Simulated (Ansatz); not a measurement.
(CuSH)2 ring (Cu2H2S2). The state is a singlet with charge 0. Geometry PBE0-D4/def2-SVP.

```
atom   x (Å)   y (Å)   z (Å)
 Cu1   1.051   0.139  -0.639
  S2   1.078   0.657   1.612
 Cu3  -0.522  -0.793   0.794
  S4  -0.513  -1.356  -1.446
  H5   0.324   1.778   1.512
  H6  -1.418  -0.425  -1.834
```

B3LYP takes the VWN-RPA correlation. HSE06 is defined as in plane-wave codes, on full-range PBE exchange.

Problem. Estimate the orbital energies around the gap (eV) in Ansatz with revPBE-D4/def2-TZVP, BLYP-D4/def2-TZVP, B3LYP-D4/def2-TZVP, PBE0-D4/def2-SVP, HSE06-D4/def2-TZVP.

Solution. 
```
orbital  revPBE-D4/def2-TZVP  BLYP-D4/def2-TZVP  B3LYP-D4/def2-TZVP  PBE0-D4/def2-SVP  HSE06-D4/def2-TZVP
HOMO−13                -8.28              -8.19               -9.41             -9.24               -9.29
HOMO−12                -7.89              -7.82               -9.29             -9.09               -9.17
HOMO−11                -7.88              -7.82               -9.09             -8.92               -8.95
HOMO−10                -6.74              -6.72               -8.43             -8.08               -8.31
 HOMO−9                -6.70              -6.64               -8.16             -7.81               -8.02
 HOMO−8                -6.45              -6.47               -7.85             -7.68               -7.72
 HOMO−7                -6.10              -6.13               -7.83             -7.47               -7.70
 HOMO−6                -6.03              -6.06               -7.75             -7.40               -7.61
 HOMO−5                -6.01              -6.04               -7.75             -7.39               -7.60
 HOMO−4                -5.84              -5.87               -7.62             -7.24               -7.49
 HOMO−3                -5.73              -5.76               -7.54             -7.17               -7.42
 HOMO−2                -5.71              -5.75               -7.28             -7.06               -7.12
 HOMO−1                -4.99              -5.02               -6.32             -6.00               -6.11
   HOMO                -4.85              -4.84               -6.06             -5.83               -5.86
   LUMO                -2.35              -2.44               -1.88             -1.25               -1.91
 LUMO+1                -1.84              -1.91               -1.29             -0.57               -1.32
 LUMO+2                -0.61              -0.62                0.04              0.93               -0.05
 LUMO+3                 0.09               0.03                0.70              1.63                0.66
 LUMO+4                 0.55               0.50                1.13              1.96                1.05
 LUMO+5                 1.11               1.05                1.59              2.33                1.54
```
